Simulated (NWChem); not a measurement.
System: CH₅ClOSi; SMILES CO[SiH2]Cl

NWChem input:

```
start job
memory heap 200 mb stack 900 mb global 1100 mb
geometry units angstroms noautoz
  Si     0.878598    -0.078286     0.044305
  Cl    -0.493747    -1.628109    -0.042052
  O      0.188385     1.329244    -0.462508
  C     -0.911537     1.965702     0.134834
  H      1.991848    -0.364940    -0.888662
  H      1.323014     0.016069     1.463371
  H     -0.709633     2.233208     1.187948
  H     -1.122854     2.891567    -0.419808
  H     -1.812678     1.329125     0.105089
end
basis spherical
  Si library def2-svp
  Cl library def2-svp
  O library def2-svp
  C library def2-svp
  H library def2-svp
end
dft
  xc b3lyp
  iterations 150
  mulliken
end
task dft energy
```

Coordinates come from a PBE0/def2-SVP optimisation.

Question: Give the results of this calculation. (B3LYP/def2-SVP.) Quantities: energy (Ha); highest occupied level (eV); orbital gap (eV); dipole (D).

Answer: energy (Ha): -865.81
highest occupied level (eV): -8.19
orbital gap (eV): 8.96
dipole (D): 1.44
